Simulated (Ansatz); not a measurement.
Input file for Ansatz (an electronic-structure program): R-wB97M-V/def2-TZVPP on CH4BFO (SMILES CB(O)F).

Ansatz 0.2 input:
```yaml
crystal:
  periodic: [false, false, false]
  atoms:
    - {symbol: C, position_ang: [-1.02001003, -0.07853298, 0.00244904]}
    - {symbol: B, position_ang: [0.51370067, 0.20721156, 0.04789773]}
    - {symbol: O, position_ang: [1.43377354, -0.74211683, -0.25334535]}
    - {symbol: F, position_ang: [0.95812769, 1.43112725, 0.39555582]}
    - {symbol: H, position_ang: [-1.47098466, 0.11092634, 0.98053175]}
    - {symbol: H, position_ang: [-1.51291637, 0.60261575, -0.69682613]}
    - {symbol: H, position_ang: [-1.24535695, -1.10241835, -0.29204169]}
    - {symbol: H, position_ang: [2.34366612, -0.42881275, -0.18422119]}
basis:
  gaussian:
    orbitals: def2-TZVPP
hamiltonian:
  xc: {name: wB97M-V}
scf: {lower_state_search: off}
```

The log:

```
WARN ansatz: RAYON_NUM_THREADS=1 ignored (pool sized by the plan → 1); use --threads N
Functional definition: wB97M-V
these checks for a lower state are left out or cut short: stability, starts, cluster_reference, orbital_swaps, neighbouring_geometries, increment
integrals: 0.10 GiB planned
892 factors; their error is unknown
integrals: 0.13 GiB planned
223 factors; integrals over basis functions are off by at most 1.2e-5 eV
mean field: 0.90 GiB planned
mean field evaluation 1: about -6540.9761 eV, gradient 5.7e1 eV
mean field evaluation 2: about -6542.2506 eV, gradient 5.4e1 eV
mean field evaluation 4: about -6546.6226 eV, gradient 1.8e0 eV
mean field evaluation 8: about -6546.6337 eV, gradient 1.8e-2 eV
mean field evaluation 16: about -6546.6343 eV, gradient 1.1e-5 eV
mean field -6546.63426836 eV, -240.5843718942 hartree, gradient 3.1e-6 eV, S^2 0.000000; 0 other end points of the search recorded, 0 dependent functions left out
reference -6546.63431371 eV, -240.5843735608 hartree; 16, 16 occupied and 164, 164 virtual orbitals, 892 factors
Total energy: -6546.63431371 eV, -240.5843735608 hartree
Checks for a lower state left out: stability, starts, cluster_reference, orbital_swaps, neighbouring_geometries, increment
```

Self-consistency was reached.

Cost: about 10 core-seconds (a rough figure).
